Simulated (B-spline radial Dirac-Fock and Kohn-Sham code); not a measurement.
# Anomalous scattering factors of Nd, 14.43 keV to 68.18 keV

The computed values come from an atomic code on a B-spline grid: the dispersion relation over Dirac-Hartree-Slater subshell photoionisation cross sections, with the Kissel-Pratt high-energy constant (isolated atom, no bound-bound lines or fine structure). The forward scattering factor is f₀ + f′ + i f″.

Edges near this range: K 43569.0 eV.

```
hν (eV)   λ (Å)  f′ (e)  f″ (e)  tabulated f′  tabulated f″
  14430  0.8592  -0.023   4.240         -0.05          4.12
  15000  0.8266  -0.034   3.970         -0.06          3.85
  16640  0.7451  -0.099   3.325         -0.12          3.21
17479.3  0.7093  -0.146   3.055         -0.16          2.94
22162.9  0.5594  -0.452   2.022         -0.47          1.96
24209.8  0.5121  -0.589   1.731         -0.61          1.69
  28410  0.4364  -0.870   1.303         -0.89          1.28
  30000  0.4133       ?       ?             ?             ?
  30830  0.4022  -1.039   1.126         -1.05          1.10
  40000  0.3100  -2.050   0.704         -2.06          0.68
  41060  0.3020  -2.324   0.671         -2.33          0.65
  43500  0.2850  -5.369   0.604         -4.42          0.69
  66670  0.1860  -0.215   1.700         -0.22          1.69
  68180  0.1818  -0.192   1.636         -0.20          1.62
```

Question: What are f′ and f″ at 30000 eV?

Answer: f′ = -0.980 and f″ = 1.182 electrons (tables: -1.00 and 1.16). By the optical theorem f″ corresponds to a photoabsorption cross section 2 rₑ λ f″ = 2750 b.

Tabulated f′: xraylib 4.2 anomalous scattering factors (Cullen et al., EPDL97); f″: Chantler's tables (J. Phys. Chem. Ref. Data 1995 and 2000). Both are theoretical tables.
